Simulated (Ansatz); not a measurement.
Isolated molecules relaxed with PBE0-D4/def2-TZVP in Ansatz; ΔE leaves out vibrations. CBS: MP2 limit from def2 TZ/QZ plus the TZ coupled-cluster correction, frozen cores. Functionals use def2-TZVPP. B3LYP here is the variant with VWN-RPA as its local correlation; programs differ in this. For Zn outer-core shells are correlated without core-valence functions, which leaves a few kJ/mol of doubt a bond. Scalar relativity is left out up to krypton. One conformer a species, not always the lowest.

`CC[CH2][ZnH]` + `OCF` → `CCCOCF` + `[ZnH2]`  (substitution at a C–Zn bond)

Task: Is it downhill or uphill in electronic energy at CCSD(T)/CBS, and by how much? (Estimate.)

Result: Computed: Uphill: ΔE = +0.50 eV.

Task: What do these levels give: r2SCAN-D4, B3LYP, HF/def2-TZVPP, SCS-MP2/def2-TZVPP, CCSD(T)/def2-TZVPP, HF/def2-QZVPP? (Estimate.)

Result: The calculation gave: r2SCAN-D4 0.43, B3LYP 0.41, HF/def2-TZVPP 0.24, SCS-MP2/def2-TZVPP 0.48, CCSD(T)/def2-TZVPP 0.45, HF/def2-QZVPP 0.24 eV.

Largest T1 diagnostic among the species: 0.016.

In def2-TZVPP, CCSD(T) changes the Hartree–Fock value by +0.21 eV (the triples alone add +0.02 eV) and MP2 by +0.32 eV.
